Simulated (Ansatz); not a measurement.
Reaction (formal exchange of groups at a C–O bond): `NCO[SiH](O)F` + `[NH2][SnH3]` → `N[CH2][SnH2][NH2]` + `O[SiH](O)F`

Gas-phase electronic energies from Ansatz, PBE0-D4/def2-TZVP geometries. CCSD(T)/CBS is the MP2 limit (def2-TZVPP, def2-QZVPP) plus CCSD(T) − MP2 in def2-TZVPP, frozen cores. This one scheme is used for every species. DFT in def2-TZVPP. Elements past krypton have def2 core potentials. For Sn outer-core shells are correlated without core-valence functions, which leaves a few kJ/mol of doubt a bond. Each species was taken in one conformer, which may not be the lowest.

```json
{"species": "`NCO[SiH](O)F`", "B2PLYP energy (Eh)": "-636.24089"}
{"species": "`[NH2][SnH3]`", "B2PLYP energy (Eh)": "-271.80188"}
{"species": "`N[CH2][SnH2][NH2]`", "B2PLYP energy (Eh)": "-366.42305"}
{"species": "`O[SiH](O)F`", "B2PLYP energy (Eh)": "-541.63029"}
```

(1) Work out ΔE.

Largest T1 diagnostic among the species: 0.013.

Answers

(1) ΔE = (-366.42305) + (-541.63029) − (-636.24089) − (-271.80188) = -0.01057 Eh = -6.6 kcal/mol. CCSD(T)/CBS gives -9.4 kcal/mol.

In def2-TZVPP, CCSD(T) changes the Hartree–Fock value by −5.0 kcal/mol (the triples alone add −0.4 kcal/mol) and MP2 by −7.2 kcal/mol.
